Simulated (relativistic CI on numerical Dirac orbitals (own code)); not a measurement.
Calculated at this level of theory: Dirac-Coulomb-Breit CI, KLI orbitals optimised for each configuration, a model potential for QED, unscaled Slater integrals (own radial code, finite nucleus).

The strongest absorption lines from the ground level of an ion, among the configurations computed and to levels below about 106 eV (vacuum wavelength in Å, gf): 117.01 (0.63), 117.30 (0.52), 117.37 (0.65), 122.24 (0.48), 176.48 (0.39), 176.89 (0.53), 179.81 (0.47), 187.39 (0.43).

Q: Which ion is it?
A. As8+
B. Cu2+
C. As6+
D. As4+

A: C. As6+ has 27 electrons and the ground level 3s2.3p6.3d9 2D_5/2; the strongest line goes to 3s2.3p6.3d8.4f 2D°_5/2. The pattern of lines fixes the number of electrons, and along that sequence the line energies rise steadily with the charge (about as its square where n changes within one kind of shell, about linearly where n is kept but much faster in heavy ions where fine structure, which grows about as Z⁴, sets the gap, and irregularly where shells cross), which fixes Z. Configurations outside the model, such as inner-shell arrays, can give stronger lines. At this charge configurations can still be misplaced by up to about 7 % of their energy.

LS names give the leading component of a level, which can be under half, so a name can repeat, a term be missing and a line seem to break the LS rules.
